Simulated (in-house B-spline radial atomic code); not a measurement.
Binding energies in neutral promethium

NIST's tabulated ground configuration is [Xe] 4f5 6s2; each binding energy is the energy of the ion with one electron taken from that subshell, relaxed, less that of the parent. Computed with a B-spline radial code for spherical atoms: Dirac-Hartree-Fock, average of configuration, Fermi nucleus of rms radius 4.962 fm. Energies include first-order Breit, QED and recoil terms.

```tsv
subshell	X-ray name	binding energy (eV)	-ε (eV)	relaxation (eV)
1s	K	45187	45447.8	76.6
2s	L1	7437.5	7502.2	43.9
2p1/2	L2	7017.8	7086.0	47.8
2p3/2	L3	6464.3	6524.0	45.9
3s	M1	1657.2	1684.4	23.3
3p1/2	M2	1478	1505.5	24.0
3p3/2	M3	1364.7	1390.0	23.1
3d3/2	M4	1057	1083.2	25.1
3d5/2	M5	1033.1	1058.5	24.8
4s	N1	345.4	356.5	10.2
4p1/2	N2	275.7	286.3	9.9
4p3/2	N3	251.2	260.9	9.4
4d3/2	N4	135.2	144.0	8.7
4d5/2	N5	130.9	139.4	8.5
5s	O1	49.74	52.20	2.36
5p1/2	O2	28.8	31.00	2.13
5p3/2	O3	25.53	27.50	1.95
4f	N6,7	5.11	10.59	5.61
6s	P1	4.62	4.80	0.17
```

Relaxation = -ε minus the binding energy without Breit, QED and recoil terms.

Emission lines follow as differences of binding energies, with λ = 12398.42 eV·Å / E:

```
 line          holes  energy (eV)  wavelength (Å)
 K-L3     1s → 2p3/2      38722.7         0.32018
 K-L2     1s → 2p1/2      38169.2         0.32483
 K-M3     1s → 3p3/2      43822.3         0.28292
L3-M5  2p3/2 → 3d5/2       5431.2          2.2828
L2-M4  2p1/2 → 3d3/2       5960.8            2.08
L1-M3     2s → 3p3/2       6072.8          2.0416
L3-M1     2p3/2 → 3s       4807.1          2.5792
L2-N4  2p1/2 → 4d3/2       6882.6          1.8014
```

Q: What screening constant σ does Moseley's law, E = (3/4)·13.6057 eV·(Z - σ)², need for K-L3?

A: σ = -0.60.

Moseley's non-relativistic formula needs a falling, then negative, screening constant for heavy elements, because relativity binds the 1s electron more strongly than the formula allows.

Q: What does it cost to remove both a 3p1/2 and a 6s electron?

A: 1489.2 eV, which is 6.595 eV more than the two single binding energies together.

Q: What does it cost to remove both a 4p3/2 and a 5s electron?

A: 314.5 eV, which is 13.59 eV more than the two single binding energies together.

Q: What does it cost to remove both a 2p3/2 and a 4p1/2 electron?

A: 6767.4 eV, which is 27.45 eV more than the two single binding energies together.
